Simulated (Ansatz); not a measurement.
# Worked example: GaH2Br + NaI → GaH2I + NaBr

Species: GaH2Br `[GaH2][Br]`, singlet; NaI (Sodium Iodide), singlet; GaH2I `[GaH2][I]`, singlet; NaBr, singlet. The partners trade Br for I: Ga–Br and Na–I bonds give way to Ga–I and Na–Br.

Shapes, held fixed at every level: PBE0-D4/def2-TZVP. Programs: Ansatz 0.2.0. The zero-point and thermal change to 298 K, harmonic and unscaled (PBE0-D4/def2-TZVP), is -0.3 kJ/mol.

At CCSD(T)/def2-TZVPP; 1 Eh = 2625.50 kJ/mol:

```
species   energy (Eh)
 GaH2Br  -4497.410693
    NaI   -459.252961
  GaH2I  -2221.839470
   NaBr  -2734.820623
```

Q: Work out ΔH(298 K) of the reaction at this level.

A: 
1. Products less reactants: (-2221.839470) + (-2734.820623) − [(-4497.410693) + (-459.252961)] = 0.003561 Eh = +9.3 kJ/mol.
2. With the thermal change: +9.3 + (-0.3) = +9.0 kJ/mol.

Other levels give +6.7 (PBE-D4/def2-TZVPP) to +17.4 kJ/mol (HF/def2-SVP). No measured value is set beside it here. For atoms past krypton def2 sets carry core potentials with scalar relativity. Relativity is left out for Br, Ga unless named. Correlated rows may include outer-core shells of Br, Ga, I, Na, which these sets cover unevenly.
